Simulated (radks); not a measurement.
Question: Species: O. Configuration: [He] 2s2 2p3 4p1 (not the ground configuration). Calculated with a radial shooting solver on a logarithmic mesh with Libxc functionals: scalar-relativistic Kohn-Sham, r2SCAN, spin-polarised, spherical densities, finite nucleus; open shells are filled with parallel spins first; meta-GGA in the generalised Kohn-Sham scheme; Fermi nuclear charge, rms radius 2.6991 fm. Some entries of the table are withheld. Estimate them.

orbital  occ.  eigenvalue (hartree)  <r> (bohr)  r(max) (bohr)
1s up       1             -19.71967      0.1997         0.1293
1s down     1             -19.61585      0.1984         0.1290
2s up       1                   (1)       1.067            (2)
2s down     1                   (3)       1.123            (4)
2p up       3              -0.91227       1.079         0.7746
4p up       1              -0.03166       14.07          14.04

Answer: 
(1) 2s up eigenvalue (hartree): -1.51009
(2) 2s up r(max) (bohr): 0.8461
(3) 2s down eigenvalue (hartree): -1.22220
(4) 2s down r(max) (bohr): 0.8737
